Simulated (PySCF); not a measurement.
# Dipole response of Sr⁺ (strontium, charge +1)

[Kr] 5s1, 2S determinant. All numbers are calculated (PySCF 2.14, the spin-free X2C one-electron Hamiltonian (Gaussian nucleus), in aug-cc-pVTZ-X2C (8s7p5d2f, 68 functions)). Coupled (time-dependent) response in atomic units; α is the mean over directions.

```
 method  mean α (bohr³)  C₆ (like pair)  S(−4)
r2SCAN0           101.0           913.1   8413
```

S(−4) is the Cauchy moment in α(ω) = α(0) + S(−4) ω² + …

α(iu) at r2SCAN0:

```tsv
u (hartree)	α(iu) (bohr³)
0	101.0
0.0500	83.78
0.100	56.35
0.200	26.70
0.300	16.11
0.500	8.955
0.750	5.827
1.00	4.227
1.50	2.506
2.00	1.626
3.00	0.8205
5.00	0.3199
```

For an ion, C₆ is the dispersion term alone; charge-induced terms of lower order in 1/R come first.
